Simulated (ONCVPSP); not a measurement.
## Pb (Z = 82), ONCV: configuration errors across variants

```
Element                 : lead (Pb)
Generator               : ONCVPSP 4.0.1
Type                    : optimised norm-conserving Vanderbilt (ONCV)
Functional              : Wu-Cohen
Relativity              : scalar-relativistic
Frozen core             : [Kr] 4d10 4f14
Valence charge          : 22
Reference configuration : 5s2 5p6 5d10 6s2 6p2
Partial waves           : 5s+6s: rc 1.60 bohr, ncon 4, nbas 8, qcut 8 1/bohr, 2 projectors; 5p+6p: rc 1.65 bohr, ncon 5, nbas 9, qcut 8.1 1/bohr, 3 projectors, debl 3.7 Ha; 5d: rc 1.25 bohr, ncon 4, nbas 9, qcut 7.8 1/bohr, local
Local potential         : the d channel
Core correction         : none
```

All-electron excitation energies from the reference (eV): (1) 5s2 5p6 5d10 6s2 6p1 6.593; (2) 5s2 5p6 5d10 6s2 6p0 20.040; (3) 5s2 5p6 5d10 6s1 6p0 52.548.

3 further variants failed, have other tests or another functional or relativity, and are left out.

Errors AE − PS in meV (a dash: test not solved or not reliable):

| change | (1) | (2) | (3) | bound ghosts | GHOST(+) flags above zero |
| --- | --- | --- | --- | --- | --- |
| base | -2.9 | -9.4 | -27 | none | none |
| p: qcut 11.3 | -2.9 | -9.3 | -26 | none | none |
| s: qcut 7.9; p: qcut 8; d: qcut 7.7 | -2.9 | -9.4 | -27 | none | none |
| all radii scaled by about 0.91 (s 1.46, p 1.50, d 1.14 bohr) | -2.8 | -9.2 | -25 | none | none |
| s: rc 1.42 | -2.9 | -9.5 | -25 | none | none |

(1) Give the same row for: d: qcut 6.4.

Answers

(1) -2.9, -9.5, -28; bound ghosts: none; GHOST(+) flags above zero: s.
